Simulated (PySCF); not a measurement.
SnHF, SMILES [F][SnH] (connectivity only; charge and spin as stated), neutral, multiplicity 1.

Geometry: PBE0-D3(BJ)/def2-TZVP. The def2 effective core potentials stand for the cores of Sn; spin–orbit coupling is left out.

Level of theory: TDDFT-ωB97X/def2-TZVPD run with PySCF.

Vertical excitations. Isolated molecule, no solvent. State labels are in the subgroup Cs.

```tsv
state	symmetry	energy (eV)	λ (nm)	f	main pairs
S1	A"	2.80	443	0.018	HOMO→LUMO 99 %
S2	A'	5.14	241	0.048	HOMO→LUMO+1 95 %
S3	A"	6.20	200	0.058	HOMO−1→LUMO 97 %
S4	A'	6.63	187	0.404	HOMO→LUMO+2 96 %
S5	A"	6.75	184	0.004	HOMO−3→LUMO 97 %
S6	A'	7.07	175	0.005	HOMO−2→LUMO 91 %
S7	A'	7.61	163	0.230	HOMO→LUMO+3 95 %
S8	A"	8.03	154	0.192	HOMO→LUMO+4 95 %
S9	A'	8.44	147	0.138	HOMO→LUMO+5 92 %
S10	A"	8.47	146	0.009	HOMO→LUMO+6 91 %
T1	A"	2.12	584	0	HOMO→LUMO 97 %
T2	A'	4.54	273	0	HOMO→LUMO+1 93 %
T3	A"	5.68	218	0	HOMO−1→LUMO 94 %
T4	A'	5.91	210	0	HOMO→LUMO+2 54 %, HOMO→LUMO+3 32 %, HOMO→LUMO+11 9 %
```
Triplets are in the Tamm–Dancoff approximation, which puts them higher than full response would, so one can lie above its singlet here.
